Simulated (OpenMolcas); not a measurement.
# Hg: from CASSCF to CASPT2

```json
{"Program": "OpenMolcas 26.06", "Basis": "ANO-RCC [10s10p9d6f4g2h]", "Scalar Hamiltonian": "DKH2, point nucleus", "Active space": "2 electrons in 8 orbitals (6s 6p 7s 7p)", "State averaging": "2S+1 = 3 even, 3 roots (0 in the spin-orbit step); 2S+1 = 1 even, 1 root; 2S+1 = 3 odd, 3 roots; 2S+1 = 1 odd, 3 roots", "Spin-orbit coupling": "RASSI with atomic mean-field integrals over the reference wave functions, term energies averaged over their components"}
```

Methods on the same reference wave functions:
A. CASSCF
B. SS-CASPT2, IPEA 0.25 Eh, imaginary shift 0.1 Eh (closed shells correlated: 5d)
C. XMS-CASPT2, IPEA 0.25 Eh, imaginary shift 0.1 Eh (closed shells correlated: 5d)

Energies in cm-1 above 6s2 1S0, the measured ground level; measured values from NIST Handbook of Basic Atomic Spectroscopic Data.

```json
{"Level": "6s2 1S0", "A": "0.0", "B": "0.0", "C": "0.0", "Measured": "0.0"}
{"Level": "6s 6p 3P* 0", "A": "32490", "B": "37866", "C": "37449", "Measured": "37645"}
{"Level": "6s 6p 3P* 1", "A": "34148", "B": "39502", "C": "39085", "Measured": "39412"}
{"Level": "6s 6p 3P* 2", "A": "37722", "B": "43098", "C": "42681", "Measured": "44043"}
{"Level": "6s 6p 1P* 1", "A": "51697", "B": "53568", "C": "53100", "Measured": "54069"}
```

Deviations, from unrounded energies. A percentage is the sum of absolute deviations over the sum of measured energies, with the sign that they share, or ± where signs differ.

```tsv
Against measurement	Levels	A	B	C
mean absolute deviation (cm-1)	4	4800	440	710
other configurations (%)	4	-10.9	±1.0	-1.6
```

B lies closest to measurement on these levels and A furthest from it. The largest miss of B in the table is 6s 6p 3P* 2, by -950 cm-1. The ranking rests on the paired levels alone, and a cruder setting can come out closer through cancelling errors.

Between B and C the level of the table that moves most is 6s 6p 1P* 1, by 470 cm-1 (lowest in C, highest in B).

The lowest spin-free term lies below A's lowest term by 0.439 hartree in B, 0.439 hartree in C.

Some high roots are left out of the spin-orbit mixing, which shifts the levels that they would mix with. Active for correlation alone: 7p 7s; no level in the range computed is led by a configuration that fills them, so any true level of that kind is missing. Spin-orbit splittings of 6p shells tend to come out small when the coupling is added on scalar orbitals. Computed and measured levels are paired by configuration, term and J; levels that our copy of the source lacks, or whose pairing is in doubt (as where it misses far off the trend of its configuration), stay unpaired and out of the deviations. Levels of configurations outside the active space are missing.

* marks odd parity.
